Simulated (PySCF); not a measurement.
Isomers of C6H15OP, mass 134.086 u with the commonest isotopes. Computed with PBE0-D3(BJ)/def2-SVP geometry optimisation, gas phase (PySCF 2.14.0). One conformer each, none proved a minimum here; rigid rotors.

Question: Order these by radius of gyration √(Σ m r²/M), largest first.
A. `[CH3:1][C:2]([CH3:3])([CH3:4])[CH2:5][PH:6][CH2:7][OH:8]` with C2–C5–P6–C7 167°, C5–P6–C7–O8 -73°, P6–C7–O8–H -57°
B. `[CH3:1][CH2:2][P:3](=[O:4])([CH2:5][CH3:6])[CH2:7][CH3:8]` with C1–C2–P3–O4 -54°, C2–P3–C5–C6 179°, C2–P3–C7–C8 57°
C. `[CH3:1][CH2:2][CH2:3][PH:4][CH2:5][CH2:6][O:7][CH3:8]` with C1–C2–C3–P4 64°, C2–C3–P4–C5 168°, C3–P4–C5–C6 60°, P4–C5–C6–O7 39°, C5–C6–O7–C8 68°
D. `[CH3:1][O:2][CH2:3][P:4]([CH3:5])[CH:6]([CH3:7])[CH3:8]` with C1–O2–C3–P4 -178°, O2–C3–P4–C5 56°, C3–P4–C6–C7 173°

Answer: C (2.301 Å), A (2.278 Å), D (2.138 Å), B (2.036 Å).

Question: Order these by rotational constant A, largest first.
A. `[CH3:1][CH2:2][P:3](=[O:4])([CH2:5][CH3:6])[CH2:7][CH3:8]` with C1–C2–P3–O4 -54°, C2–P3–C5–C6 179°, C2–P3–C7–C8 57° (triethylphosphine oxide)
B. `[CH3:1][CH2:2][CH2:3][PH:4][CH2:5][CH2:6][O:7][CH3:8]` with C1–C2–C3–P4 64°, C2–C3–P4–C5 168°, C3–P4–C5–C6 60°, P4–C5–C6–O7 39°, C5–C6–O7–C8 68°
C. `[CH3:1][C:2]([CH3:3])([CH3:4])[CH2:5][PH:6][CH2:7][OH:8]` with C2–C5–P6–C7 167°, C5–P6–C7–O8 -73°, P6–C7–O8–H -57°
D. `[CH3:1][O:2][CH2:3][P:4]([CH3:5])[CH:6]([CH3:7])[CH3:8]` with C1–O2–C3–P4 -178°, O2–C3–P4–C5 56°, C3–P4–C6–C7 173°

Answer: C (2882 MHz), B (2702 MHz), D (2256 MHz), A (1995 MHz).

Question: Order these by rotational constant C, largest first.
A. `[CH3:1][C:2]([CH3:3])([CH3:4])[CH2:5][PH:6][CH2:7][OH:8]` with C2–C5–P6–C7 167°, C5–P6–C7–O8 -73°, P6–C7–O8–H -57°
B. `[CH3:1][O:2][CH2:3][P:4]([CH3:5])[CH:6]([CH3:7])[CH3:8]` with C1–O2–C3–P4 -178°, O2–C3–P4–C5 56°, C3–P4–C6–C7 173°
C. `[CH3:1][CH2:2][P:3](=[O:4])([CH2:5][CH3:6])[CH2:7][CH3:8]` with C1–C2–P3–O4 -54°, C2–P3–C5–C6 179°, C2–P3–C7–C8 57° (triethylphosphine oxide)
D. `[CH3:1][CH2:2][CH2:3][PH:4][CH2:5][CH2:6][O:7][CH3:8]` with C1–C2–C3–P4 64°, C2–C3–P4–C5 168°, C3–P4–C5–C6 60°, P4–C5–C6–O7 39°, C5–C6–O7–C8 68°

Answer: C (1051 MHz), B (911.3 MHz), A (802.9 MHz), D (786.0 MHz).

| SMILES | point group | Ia (u·Å²) | Ib (u·Å²) | Ic (u·Å²) | κ | μa (D) | μb (D) | μc (D) |
| --- | --- | --- | --- | --- | --- | --- | --- | --- |
| CCCPCCOC | C1 | 187.06 | 589.37 | 642.96 | -0.93 | 0.73 | 1.21 | 0.48 |
| COCP(C)C(C)C | C1 | 224.03 | 446.97 | 554.56 | -0.67 | 1.37 | 0.43 | 0.46 |
| CC(C)(C)CPCO | C1 | 175.35 | 586.33 | 629.43 | -0.94 | 0.22 | 0.60 | 0.24 |
| CC[C@@H](C)[P@H](=O)CC | C1 | 190.20 | 476.05 | 562.52 | -0.81 | 0.03 | 2.28 | 2.95 |
| CCP(=O)(CC)CC | near Cs | 253.34 | 377.08 | 480.78 | -0.39 | 0.07 | 2.93 | 2.74 |
